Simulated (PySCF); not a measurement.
**Computed properties of dichloro(silyl)silane (Cl2H4Si2), SMILES Cl[SiH](Cl)[SiH3]**

dichloro(silyl)silane (Cl2H4Si2), SMILES Cl[SiH](Cl)[SiH3]. Geometry: PBE0-D3(BJ)/def2-SVP. One conformer was computed; it need not be the lowest. All values are computed for the isolated molecule unless a solvent is named; none is compared with measurement here.

**Structure.** The optimised structure has Cs symmetry. All 18 harmonic modes at PBE0-D3(BJ)/def2-SVP (PySCF) are real, so it is a minimum. With heavy atoms numbered as in [SiH3:1][SiH:2]([Cl:3])[Cl:4], the shortest bond between them is Si2–Cl3 at 2.068 Å and the longest Si1–Si2 at 2.335 Å.

**Vibrations.** The strongest infrared lines (harmonic, unscaled, degenerate partners summed) lie at 761 cm⁻¹ (238 km/mol, H 90 %, Si 10 %), 2259 cm⁻¹ (122 km/mol, H 96 %), 868 cm⁻¹ (104 km/mol, H 88 %, Si 12 %). The softest mode is at 98 cm⁻¹ and the zero-point energy is 23.4 kcal/mol.

**Electronic structure.** ωB97X/def2-TZVP (PySCF) places the frontier levels at -10.58 and 1.47 eV, a gap of 12.05 eV, and gives a dipole moment of 1.62 D and a mean polarisability of 76.5 bohr³. PBE/def2-TZVP (PySCF) at the same geometry gives -7.09 and -1.48 eV, so its gap is 6.44 eV narrower. An orbital gap is neither the optical nor the fundamental gap.

**Excitations.** TDDFT-ωB97X/def2-SVPD (PySCF) has S1 at 6.72 eV (184 nm, f = 0.017, weak); the most intense of the 10 singlets computed lies at 8.42 eV (f = 0.31). T1 (TDA) is at 6.05 eV. TDDFT-PBE/def2-SVPD (PySCF) puts S1 at 5.81 eV. No vertical singlet excitation falls in the visible range (under 3.1 eV).

**NMR.** GIAO shifts at B3LYP/pcSseg-1 (PySCF) (non-relativistic, atoms alike by connectivity averaged): ¹H from 3.8 to 6.4 ppm against TMS; ²⁹Si from -95.1 to 32.4 ppm against TMS. Without spin–orbit terms, shifts of atoms bonded to Cl or Br come out too high.

**Solvation.** SMD-PBE0/6-31G* (PySCF) gives 0.9 kcal/mol in water, -3.3 kcal/mol in chlorobenzene, -3.1 kcal/mol in acetonitrile (1 M in both phases, gas-phase geometry); of these solvents chlorobenzene holds the molecule best.
